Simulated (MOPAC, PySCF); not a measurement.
H₂AlCl, SMILES `[AlH2][Cl]`, neutral singlet in the gas phase. 

Z-matrix (Å, degrees):
```
Al
H 1 1.5753
H 1 1.5753 2 125.01
Cl 1 2.0966 2 117.50 3 179.99
```
Charge 0, multiplicity 1.

All levels are single points at this geometry (PBE0-D3(BJ)/def2-TZVP); Pople sets use spherical d functions. Orbital energies aren't observables, and empty levels follow the basis.

PBE0-D3(BJ)/def2-TZVP in PySCF gives HOMO (eV) = -8.57.

Estimate the HOMO (eV) from each of these levels: PBE-D3(BJ)/def2-TZVP in PySCF; ωB97X-D3(BJ)/def2-TZVP in PySCF; B3LYP/3-21G in PySCF; B3LYP/6-31G* in PySCF; BP86/6-31G* in PySCF; M06-2X/6-31G* in PySCF; HF/3-21G in PySCF; PM6 in MOPAC.


```
level                            HOMO (eV)
-------------------------------  ---------
PBE-D3(BJ)/def2-TZVP in PySCF        -7.27
ωB97X-D3(BJ)/def2-TZVP in PySCF     -11.07
B3LYP/3-21G in PySCF                 -8.35
B3LYP/6-31G* in PySCF                -8.31
BP86/6-31G* in PySCF                 -7.35
M06-2X/6-31G* in PySCF               -9.75
HF/3-21G in PySCF                   -11.73
PM6 in MOPAC                        -10.93
```
